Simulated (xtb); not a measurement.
Ga(Cl)2(SH) (Cl₂GaHS), SMILES [SH][Ga]([Cl])[Cl]. All values are semi-empirical tight-binding results from xtb (GFN2-xTB unless named), good for trends rather than for accurate numbers. The structure is a stationary point at GFN2-xTB. The structure was generated by enumeration; whether it is a known compound was not checked. The values are those of a single conformer.

For metal compounds this method's bond lengths and energies can be far off.

```json
{
 "point_group_as_xtb_finds_it": "Cs",
 "orbital_gap": "3.32 eV",
 "zero_point_energy": "6.6 kcal/mol",
 "G − E(el) at 298.15 K (modified RRHO)": "-14.1 kcal/mol"
}
```
